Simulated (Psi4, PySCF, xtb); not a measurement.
Internal rotation in SMILES c1csc(-c2sc(cc2)-c2sccc2)c1 (C₁₂H₈S₃). Scanned: dihedral S14–C5–C4–S3; all other coordinates were relaxed at GFN2-xTB. Points at φ and −φ are mirror images.

Atom numbering (GFN2-xTB optimised geometry, Å):
```
23

C     -4.9013     0.4833     0.4439
C     -4.6478     1.8137     0.3276
S     -2.9724     2.1410     0.1419
C     -2.5928     0.4443     0.2218
C     -1.2463    -0.0197     0.1227
C     -0.7930    -1.3183     0.1680
C      0.5945    -1.4283     0.0405
C      1.2293    -0.2159    -0.1048
C      2.6272     0.0305    -0.2579
C      3.6497    -0.8860    -0.2943
C      4.9149    -0.2948    -0.4582
C      4.8556     1.0605    -0.5457
S      3.2463     1.6480    -0.4295
S      0.0786     1.0868    -0.0825
C     -3.7355    -0.3006     0.3844
H     -5.8882     0.0744     0.5681
H     -5.3437     2.6287     0.3392
H     -1.4452    -2.1639     0.2897
H      1.1177    -2.3670     0.0542
H      3.4957    -1.9458    -0.2063
H      5.8318    -0.8546    -0.5089
H      5.6607     1.7564    -0.6721
H     -3.7356    -1.3726     0.4582
```

Methods: PBE0/def2-SVP // GFN2-xTB (Psi4); RHF/3-21G = restricted Hartree-Fock/3-21G, density fitting // GFN2-xTB (PySCF 2.14.0); GFN1-xTB // GFN2-xTB (xtb); RHF/STO-3G = restricted Hartree-Fock/STO-3G, density fitting // GFN2-xTB run with PySCF; PBE/def2-SVP // GFN2-xTB (Psi4); PBE-D3(BJ)/def2-SVP // GFN2-xTB (Psi4).

Energies in kJ/mol, each method relative to its own lowest point.

```
φ / °  PBE0/def2-SVP  RHF/3-21G  GFN1-xTB  RHF/STO-3G  PBE/def2-SVP  PBE-D3(BJ)/def2-SVP
-----  -------------  ---------  --------  ----------  ------------  -------------------
-160             0.3        0.7       2.0         1.6           0.6                  0.6
-140             2.3        3.0       7.8         6.2           3.3                  3.4
-120             7.2        6.3      15.7        12.1           9.0                  9.3
-100            12.8        8.8      21.9        15.7          15.4                 16.0
-80             13.3        8.9      21.8        15.6          15.9                 16.6
-60              8.1        7.3      15.5        12.6           9.8                 10.2
-40              3.6        6.2       7.9         8.4           4.2                  4.4
-20              2.7        7.1       2.6         6.0           2.4                  2.4
0                3.2        8.1       0.9         5.5           2.4                  2.5
20               2.7        7.1       2.6         6.0           2.4                  2.4
40               3.6        6.2       7.9         8.4           4.2                  4.4
60               8.1        7.3      15.5        12.6           9.8                 10.2
80              13.3        8.9      21.8        15.6          15.9                 16.6
100             12.8        8.8      21.9        15.7          15.4                 16.0
120              7.2        6.3      15.7        12.1           9.0                  9.3
140              2.3        3.0       7.8         6.2           3.3                  3.4
160              0.3        0.7       2.0         1.6           0.6                  0.6
180              0.0        0.0       0.0         0.0           0.0                  0.0
```

Root-mean-square difference from the PBE-D3(BJ)/def2-SVP profile, itself a level with limits, after the best constant shift (kJ/mol): PBE0/def2-SVP 1.3, RHF/3-21G 4.1, GFN1-xTB 2.5, RHF/STO-3G 1.7, PBE/def2-SVP 0.2.
